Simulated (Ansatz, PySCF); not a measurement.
System: CH2BCl2, net charge 0, doublet state. It need not be the lowest isomer of its formula. 
Geometry from a B3LYP-D3(BJ)/def2-TZVP (Ansatz, a first-principles code) optimisation:
```
B
C 1 1.5136
H 2 1.0833 1 122.06
H 2 1.0833 3 115.89 1 180.00
Cl 1 1.7625 2 120.61 3 0.00
Cl 1 1.7625 2 120.61 3 -180.00
```
Charge 0, spin multiplicity 2.

Quantity: atomisation energy (electronic, to ground-state atoms), in kcal/mol. Cores are frozen in the correlated levels unless marked. UHF or UKS for open shells. Spin-orbit coupling is left out. Non-relativistic. The coupled-cluster limit lacks core correlation, which all-electron functionals hold. CBS(X,Y): correlation extrapolated as X^-3; Hartree-Fock from the larger set.

| level | program | atomisation energy (kcal/mol) |
|---|---|---|
| PBE0-D4/def2-TZVPD | Ansatz + dftd4 | 529.3 |
| TPSSh-D4/def2-TZVPD | PySCF + dftd4 | ___ |
| M06-2X/def2-TZVPD | PySCF | 522.2 |
| B2GP-PLYP/def2-TZVPD | Ansatz | ___ |
| SCS-MP2/aug-cc-pV(T+d)Z | Ansatz | 511.1 |
| CCSD(T)/CBS(cc-pV(T+d)Z,cc-pV(Q+d)Z) | Ansatz | ___ |

Task: Some entries are withheld; supply them.

Result: 
- TPSSh-D4/def2-TZVPD, atomisation energy (kcal/mol): 524.4
- B2GP-PLYP/def2-TZVPD, atomisation energy (kcal/mol): 513.6
- CCSD(T)/CBS(cc-pV(T+d)Z,cc-pV(Q+d)Z), atomisation energy (kcal/mol): 516.8
